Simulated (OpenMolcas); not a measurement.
Ta3+ with 6 ligands (water) in octahedral coordination (Th) at 2.08 Å. Ligand basis ANO-RCC-VDZP.

```json
{
 "Program": "OpenMolcas",
 "Method": "SS-CASPT2, IPEA 0.25 Eh, imaginary shift 0.1 Eh (the lowest 17 gerade and 15 ungerade orbitals frozen, chosen by energy and not by shell, so the metal 5p can be frozen and 4f correlated)",
 "Basis": "ANO-RCC-VTZP [8s7p5d3f2g1h]",
 "Scalar Hamiltonian": "DKH2, point nucleus",
 "Active space": "2 electrons in 5 orbitals (5d)",
 "State averaging": "2S+1 = 3 even, 10 roots; 2S+1 = 1 even, 15 roots",
 "Spin-orbit coupling": "RASSI with atomic mean-field integrals over the reference wave functions"
}
```

Problem. What is the spin-free ground state (labels of O, taken over from Oh, the nearest higher group)?

Solution. 3T1, 3-fold in its orbital part; it has the highest spin that d2 allows.

Problem. Where is the first state of the same spin?

Solution. 3T2 at 32500 cm-1 above the ground state.

Problem. What are the lowest two levels with spin-orbit coupling?

Solution. A 2-fold level E, then a 3-fold level T2 160 cm-1 above it. Their leading multiplicities are 3 (96 %) and 3 (96 %).

Problem. What is χT at 300 K, and how does it compare with the textbook value?

Solution. The lowest level has 2S+1 = 3, for which the spin-only value is χT = S(S+1) / 2 = 1.000 cm3 K/mol (g = 2). The computed 0.175 at 300 K differs by -0.825, through orbital momentum, spin-orbit coupling and any other state in reach. With a threefold ground state the orbital momentum is unquenched, so the spin-only value is not expected to hold.

Problem. Which ligand-field parameters describe the states?

Solution. A least-squares ligand-field fit to the states below 45000 cm-1, each weighted by its degeneracy and with a free common offset, gives 10Dq = 33316 cm-1, B = 492 cm-1 and C = 1861 cm-1 (C/B = 3.78), with an rms deviation of 204 cm-1. 

Roots that are degenerate in the reference are averaged as groups; the widest CASPT2 spread within a group is 290 cm-1 (the 3-fold group of multiplicity 1 near 39600 cm-1 above the lowest state of its run). Shifts and gaps below about the spread of the groups concerned are not significant. Over all roots computed the reference weight is 0.69 to 0.71; a low but even weight reflects the number of correlated electrons. An orbital triplet at a regular site is open to Jahn-Teller coupling, which can distort the site and quench the lowest spin-orbit gaps and is left out. The least metal-like active orbital is 75 % on the metal (Löwdin) and no ligand orbital is active, so the numbers are rough. Ligand-to-metal charge-transfer states are missing. With no ligand orbital active B as a rule stays too high, so bands that hang on it stand too high and its fall with covalency is understated. With one d shell and no ligand orbital active, 10Dq can be off by a tenth or more. No measured value stands beside these numbers; the geometry is a model, was not optimised and need not be the one that this ion takes.
